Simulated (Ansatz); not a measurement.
C2H4OSeSi (`O=C([SiH3])C=[Se]`) from Hartree–Fock to CCSD(T)

```xyz
9

O    -0.280   -1.923   -0.401
C     0.008   -0.748   -0.327
Si   -0.668    0.359    1.117
C     0.896   -0.161   -1.367
Se    1.373    1.521   -1.337
H     0.445    0.892    1.942
H    -1.503   -0.561    1.926
H    -1.499    1.470    0.591
H     1.228   -0.850   -2.144
```

Charge 0, multiplicity 1. Correlated methods include outer-core shells of Se, which these sets cover unevenly. Scalar relativity is left out up to krypton. Geometry: relaxed with PBE0-D4/def2-TZVP. It is one conformer, not always the lowest. Frozen core, restricted reference, the Gaussian-basis code of Ansatz.

| basis | HF (Eh) | MP2 corr. |
| --- | --- | --- |
| def2-SVP | -2841.13460 | -0.77334 |
| def2-TZVPP | -2841.71486 | -0.93478 |
| def2-QZVPP | -2841.77781 | -1.28509 |

Problem. Estimate the CCSD correlation energy and the (T) correction in each basis where they were run (hartree).

Solution. 
```json
{"basis": "def2-SVP", "CCSD corr.": "-0.80733", "(T)": "-0.03036"}
{"basis": "def2-TZVPP", "CCSD corr.": "-0.96242", "(T)": "-0.04593"}
```
